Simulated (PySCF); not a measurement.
These are PySCF with PBE-D3(BJ)/def2-TZVP // PBE0-D3(BJ)/def2-SVP values and carry that method's errors. All species are isolated molecules in the gas phase. One relaxed conformer stands for a flexible species; it need not be the lowest. Delta-SCF ions had no search for a lower state. Excitations are Tamm–Dancoff values on a coarser integration grid. The basis has no diffuse functions, so Rydberg states are missing or too high.

Reference species (SMILES): `Bc1ccc(O)s1` (neutral, multiplicity 1).

```yaml
HOMO–LUMO gap: 3.18 eV
brightest of the four lowest singlets (TDA): 4.53 eV
T1 excitation (TDA): 2.76 eV
vertical ionisation energy (Delta-SCF): 8.51 eV
```

Changed species: `Bc1cscc1O`.

Task: Predict the effect on the HOMO–LUMO gap, brightest of the four lowest singlets (TDA), T1 excitation (TDA) and vertical ionisation energy (Delta-SCF).

Result: the HOMO–LUMO gap falls by 0.30 eV, to 2.88 eV; the brightest of the four lowest singlets (TDA) goes up by 0.46 eV, to 4.99 eV; the T1 excitation (TDA) decreases by 0.08 eV, to 2.68 eV; the vertical ionisation energy (Delta-SCF) decreases by 0.09 eV, to 8.42 eV.
